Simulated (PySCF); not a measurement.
A structure optimised at PBE-D3(BJ)/def2-SVP, used in a PySCF frequency run:

```xyz
6

O      1.5626    -1.7130     0.0000
Si     0.0002    -1.1915     0.0000
F     -0.8075    -1.7564     1.2896
F     -0.8075    -1.7564    -1.2896
I      0.0064     1.2204     0.0000
H      1.6906    -2.6796     0.0000
```

Question: Write its SMILES, formula and point group.

Answer: O[Si](F)(F)I, F2HIOSi, Cs

Question: What are its rotational constants (standard atomic weights)?

Answer: 3.8970, 1.0968, 1.0890 GHz
